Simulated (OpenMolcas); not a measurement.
# Fe3+: Racah parameters, worked from levels

- Program: OpenMolcas 26.06
- Basis: ANO-RCC-VTZP [6s5p3d2f1g]
- Scalar Hamiltonian: DKH2, point nucleus
- Active space: 5 electrons in 5 orbitals (3d)
- State averaging: 2S+1 = 6 even, 1 root; 2S+1 = 4 even, 24 roots; 2S+1 = 2 even, 75 roots
- Spin-orbit coupling: state interaction with AMFI integrals over the reference wave functions, term energies averaged over their components

Methods: CASSCF; MS-CASPT2, IPEA 0.25 Eh, imaginary shift 0.1 Eh (closed shells correlated: 3s 3p).

**Racah parameters.** Above ⁶S, d5 has ⁴D at 17B + 5C, ⁴G at 10B + 5C and ⁴P at 7B + 7C. The first two fix B and C, and the third tests them; where it misses by thousands of cm-1, two parameters do not describe the configuration (Trees and configuration-interaction terms are left out) and B and C hang on the terms chosen. Term energies are centres of gravity, weighted by 2J + 1.

```
   Source     ⁴D     ⁴G     B     C   C/B  ⁴P from B, C  ⁴P found
   CASSCF  46312  37210  1300  4841  3.72         42987     42815
MS-CASPT2  40119  33364   965  4743  4.92         39956     36905
```

Energies in cm-1. From CASSCF to MS-CASPT2, B changes by -25.8 % and C by -2.0 %.

Term energies are means over components that CASPT2 splits; among the terms shown or strongly mixed into the levels shown the widest spread is 450 cm-1 (3d⁵ ⁴G, MS-CASPT2). Without dynamic correlation excited terms often stand tens of per cent too high (terms of higher spin than the ground term too low), and those without a measured partner can miss by more than the paired ones (holds for CASSCF). Blocks of more than 70 roots (2S+1 = 2 even) ran without multistate coupling (holds for MS-CASPT2). Only configurations of the active space appear.
